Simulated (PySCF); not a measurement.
CH₈ClSi₃ (doublet state).
Cartesian coordinates in Å at the GFN2-xTB level; atoms count from 1:
```xyz
13
CH8ClSi3 angstrom
C     -1.7329    0.9226    0.0842
Si    -1.1123   -0.8630    0.2656
Si     1.0126   -0.9630   -0.6859
Si     2.6888    0.4560   -0.0144
Cl     1.9905    2.3751    0.2547
H     -2.7065    1.0605    0.5452
H     -1.0476    1.6240    0.5523
H     -1.8228    1.2057   -0.9612
H     -2.1172   -1.7594   -0.3295
H     -1.0649   -1.1925    1.7003
H      1.6005   -2.3050   -0.5349
H      0.9101   -0.7857   -2.1478
H      3.3973    0.2252    1.2537
```

The hyperfine couplings belong to this conformer and change with its torsions.

As a line formula: `C[SiH2][SiH2][SiH]Cl` [radical].

The calculation used UKS B3LYP, pcH-1 on C Cl H Si, non-relativistic, mean-field spin-orbit, GIAO (PySCF 2.14.0). The structure is a single GFN2-xTB conformer in the gas phase; no vibrational or solvent corrections. A GFN2-xTB geometry isn't a minimum of the functional, and hyperfine couplings can be far from their values at a DFT geometry, by a factor of two or more for some ions and for spin on atoms past the first row. Stability of the SCF solution: not tested.

(1) Match the computed a_iso(1H) values +51.9, +10.5, +2.6, +0.6 MHz (means over equivalent nuclei) with the sites H6/H7/H8; H9/H10; H11/H12; H13.

Results:

(1) 
```
    site  a_iso (MHz)  ρ(0) (bohr⁻³)          position  distance from Si4 (Å)  bound to  spin population there  largest |T| (MHz)
H6/H7/H8         +0.6        +0.0001  4 bonds from Si4                   4.69        C1                   0.00                1.3
  H9/H10        +10.5        +0.0023  3 bonds from Si4                   4.87       Si2                  +0.05                1.5
 H11/H12         +2.6        +0.0006  2 bonds from Si4                   3.03       Si3                  +0.04                3.8
     H13        +51.9        +0.0116   1 bond from Si4                   1.47       Si4                  +0.83                8.6
```

ρ(0) is the spin density at the nucleus and T the dipolar tensor; a_iso includes a spin–orbit part; entries for several nuclei are means. Largest spin populations (Mulliken): Si4 (+0.83) and Cl5 (+0.06). Si4 is the only atom above +0.15. The angles at Si4 add up to 333.3°, so it is pyramidal.

Means are taken over nuclei equivalent by connectivity, which assumes that they swap fast. The 1H value of +10.5 MHz is a mean of couplings from -1.4 to 22.3 MHz in this one geometry, not an average over conformers. The 1H value of +2.6 MHz is a mean of couplings from -2.7 to 7.9 MHz in this one geometry, not an average over conformers.
